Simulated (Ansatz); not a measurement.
Born–Oppenheimer molecular dynamics of C₃H₆AlN (11 atoms, charge 0, multiplicity 1). It starts from a relaxed structure.

All numbers below come from UKS B3LYP/STO-3G in Ansatz 0.2.0.

| Item | Value |
| --- | --- |
| ensemble | NVE (velocity Verlet) |
| time step | 0.5 fs |
| steps asked | 211 |
| starting velocities drawn for | 300 K |
| seed | 464513 |

First frame:

```xyz
11
Properties=species:S:1:pos:R:3
C -1.554 -1.215 0.013
C -0.232 -0.539 -0.257
C 0.631 0.446 -0.143
Al 1.247 2.155 0.348
N 1.081 -0.852 -0.992
H -1.409 -2.126 0.621
H -2.030 -1.517 -0.936
H -2.237 -0.537 0.551
H 0.218 3.185 0.701
H 2.722 2.408 0.387
H 1.627 -1.464 -0.271
```

Task: How far do the bonds stretch over the last three quarters of this one trajectory? (Pairs bonded in most of those frames.)

Result: 
```json
{"bond": "C1–C2", "mean (Å)": "1.510", "spread (Å)": "0.021", "shortest": "1.47", "longest": "1.55"}
{"bond": "C1–H6", "mean (Å)": "1.106", "spread (Å)": "0.026", "shortest": "1.06", "longest": "1.15"}
{"bond": "C1–H7", "mean (Å)": "1.106", "spread (Å)": "0.019", "shortest": "1.07", "longest": "1.14"}
{"bond": "C1–H8", "mean (Å)": "1.104", "spread (Å)": "0.016", "shortest": "1.08", "longest": "1.13"}
{"bond": "C2–C3", "mean (Å)": "1.315", "spread (Å)": "0.006", "shortest": "1.30", "longest": "1.33"}
{"bond": "C2–N5", "mean (Å)": "1.545", "spread (Å)": "0.021", "shortest": "1.50", "longest": "1.57"}
{"bond": "C3–Al4", "mean (Å)": "1.884", "spread (Å)": "0.013", "shortest": "1.86", "longest": "1.90"}
{"bond": "C3–N5", "mean (Å)": "1.611", "spread (Å)": "0.012", "shortest": "1.59", "longest": "1.63"}
{"bond": "Al4–H9", "mean (Å)": "1.504", "spread (Å)": "0.047", "shortest": "1.43", "longest": "1.57"}
{"bond": "Al4–H10", "mean (Å)": "1.498", "spread (Å)": "0.017", "shortest": "1.47", "longest": "1.53"}
{"bond": "N5–H11", "mean (Å)": "1.095", "spread (Å)": "0.027", "shortest": "1.05", "longest": "1.14"}
```

Mean temperature of the second half: 140 K. The conserved energy stayed within 0.25 meV per atom of its start (net change 0.14 meV per atom), so the integration is sound. Over the second half the temperature averaged 0.47 of the 300 K drawn at the start: a run that starts near a minimum puts about half its kinetic energy into the potential. A run of 0.11 ps of so small a system gives no equilibrium averages. Limits of this set-up: minimal basis.

The run took 10 min on 1 thread of Arm Neoverse V2, on a shared host, peak memory 0.13 GiB.
